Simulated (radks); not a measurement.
Q: Rh38+, configuration [He] 2s2 2p3. Calculated with a radial shooting solver on a logarithmic mesh with Libxc functionals: non-relativistic Kohn-Sham, LDA (Slater exchange, Perdew-Wang correlation), spin-unpolarised, spherical densities, point nucleus; relativity is left out, which matters for an element this heavy. Some entries of the table are withheld. Estimate them.

| orbital | occ. | eigenvalue (eV) | r(max) (bohr) | <r^2> (bohr^2) |
|---|---|---|---|---|
| 1s | 2 | -25181.69 | 0.02240 | 0.001527 |
| 2s | 2 | (1) | (2) | 0.02324 |
| 2p | 3 | -5480.172 | 0.09465 | 0.01723 |

A: 
(1) 2s eigenvalue (eV): -5630.002
(2) 2s r(max) (bohr): 0.1216
